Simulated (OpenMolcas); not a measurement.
**Mn2+, Tc2+, Re2+: d⁵ down the group**

```json
{"Program": "OpenMolcas 26.06", "Method": "CASSCF", "Basis": "ANO-RCC-VTZP", "Scalar Hamiltonian": "DKH2, point nucleus", "Spin-orbit coupling": "state interaction with AMFI integrals over the reference wave functions, term energies averaged over their components"}
```

Active space for each ion: 5 electrons in 6 orbitals (d s).

Computed levels in cm-1 above ⁶S_5/2:

```
                               Level   Mn2+   Tc2+   Re2+
                              ⁴G_7/2  34235  25064  22065
                             ⁴G_11/2  34239  25109  22888
                              ⁴G_9/2  34244  25148  23257
                              ⁴P_1/2  39476  28619  22591
                              ⁴D_7/2  42603  30290  26129
                              ⁴D_1/2  42652  30689  27086
                             ²I_11/2  48778  36105  33253
                             ²I_13/2  48815  36420  35706
                           ²D_3/2(1)  55416  39872  33446
weight of ⁶S in the lowest level (%)    100     99     93
```

Mixed levels, with the weight of the term that names them: Re2+ ⁴G_7/2 (64 %), Re2+ ⁴P_1/2 (53 %), Re2+ ⁴D_1/2 (65 %), Re2+ ²D_3/2(1) (50 %).

Measured, with the error of the calculation in %. Measured levels: Mn2+ from Corliss and Sugar, J. Phys. Chem. Ref. Data 6, 1253 (1977); Re2+ from the list in Brasseur, Gamrath and Quinet, At. Data Nucl. Data Tables 157, 101636 (2024).

```json
{"Level": "⁴G_7/2", "Mn2+": "26860 (+27.5)", "Re2+": "16890 (+30.6)"}
{"Level": "⁴G_11/2", "Mn2+": "26824 (+27.6)", "Re2+": "18020 (+27.0)"}
{"Level": "⁴G_9/2", "Mn2+": "26851 (+27.5)", "Re2+": "18346 (+26.8)"}
{"Level": "⁴D_7/2", "Mn2+": "32307 (+31.9)", "Re2+": "20453 (+27.7)"}
{"Level": "⁴D_1/2", "Mn2+": "32369 (+31.8)", "Re2+": ""}
{"Level": "²I_11/2", "Mn2+": "39174 (+24.5)", "Re2+": "26170 (+27.1)"}
{"Level": "²I_13/2", "Mn2+": "39176 (+24.6)", "Re2+": "28588 (+24.9)"}
{"Level": "²D_3/2(1)", "Mn2+": "41570 (+33.3)", "Re2+": ""}
```

Without spin-orbit coupling ⁴G lies 34238, 25091, 22492 cm-1 above ⁶S in that order; the difference to the level ⁴G_7/2, of either sign, comes from spin-orbit coupling, which also lowers the zero.

Without dynamic correlation excited terms often stand tens of per cent too high (terms of higher spin than the ground term too low), and those without a measured partner can miss by more than the paired ones. Terms from blocks run as CI alone lack orbitals of their own. Some high roots are left out of the spin-orbit mixing, which shifts the levels that they would mix with (holds for Tc2+; Re2+). Configurations are named by rounded mean occupations; where the s occupation lies near a half they are strongly mixed, a name can repeat and a true partner stay unpaired (holds for Re2+). Computed and measured levels are paired by configuration, term and J; levels that our copy of the source lacks, or whose pairing is in doubt (as where it misses far off the trend of its configuration), stay unpaired and out of the deviations. Levels of configurations outside the active space are missing.

A number in round brackets counts repeated terms of one configuration in the order of the reference energies.
